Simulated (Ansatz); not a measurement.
Saddle point of SiNH5BrF, singlet (SiNH₄Br ([NH2][SiH2][Br]) + HF → SiNH₄F ([NH2][SiH2][F]) + HBr; bonds formed: Si1–F7, Br2–H6; bonds broken: Si1–Br2, H6–F7), PBE0-D4/def2-TZVP structure:

```
9
angstrom
Si -0.3623 -0.3506 -0.0763
Br 1.4939 -1.9874 1.0400
H -0.2669 -1.3304 -1.1803
H -1.4628 -0.6845 0.8428
N -0.3970 1.0954 -0.9511
H 1.1641 -0.3797 1.5286
F 0.5653 0.5315 1.3093
H -0.3882 1.0867 -1.9558
H -0.3462 2.0190 -0.5571
```

Energies are electronic, without zero-point energy. Barriers and step energies count from the start structure reached by relaxing down the imaginary mode; all methods use the PBE0-D4 structures, on which another method's saddle can fall below an end. Program: Ansatz 0.2.0. Basis: def2-TZVPP, with def2-QZVPP for the basis limit. Cores are frozen in the correlated methods. Filled d shells of the heavier atoms are correlated. The def2 sets are not built for correlating such inner shells, so the correlated values are less sure here. B3LYP uses VWN-RPA correlation. Extrapolation: Hartree–Fock as exp(−7.88 √X), correlation as X^−2.97.

```
      method  barrier (eV)  step energy (eV)
       SPW92         0.675            -0.266
      PBE-D4         0.966            -0.264
     BLYP-D4             ?            -0.405
   r2SCAN-D4         1.012            -0.368
      B97M-V         1.170            -0.469
     PBE0-D4         1.119            -0.283
    B3LYP-D4         1.147            -0.416
  r2SCAN0-D4         1.130            -0.357
    BHLYP-D4         1.305            -0.450
CAM-B3LYP-D4             ?            -0.489
     wB97X-V         1.181            -0.406
     wB97M-V         1.123            -0.388
      B2PLYP         1.179            -0.445
    PBE-QIDH         1.206            -0.333
  RPA on PBE         1.199            -0.477
          HF             ?            -0.571
         MP2         1.205            -0.373
        CCSD         1.326            -0.456
     CCSD(T)         1.244            -0.426
```

(1) Fill in the withheld barriers. (To be estimated.)

T1 diagnostic: at most 0.010.

Results:

(1) Computed: BLYP-D4 1.041; HF 1.684; CAM-B3LYP-D4 1.136 eV. Each is the energy of the saddle less that of the start structure, by the same method.

For comparison, the barrier by CCSD(T) at an estimated basis limit (MP2 extrapolated from triple and quadruple zeta, plus CCSD(T) − MP2 in triple zeta) is 1.235 eV.

Labels in which every atom is bracketed show which atoms are joined, not bond orders.

For scale, one of the runs: CCSD(T)/def2-TZVPP, 222 basis functions, launched by `ansatz run in.yaml --threads 4 --pin off --events-out ev --progress --plain --max-ram 9574MiB`. Time: 2.4 min of wall clock on 4 CPU threads of an Arm Neoverse V1; the host was shared. Peak host memory: 3.6 GiB.
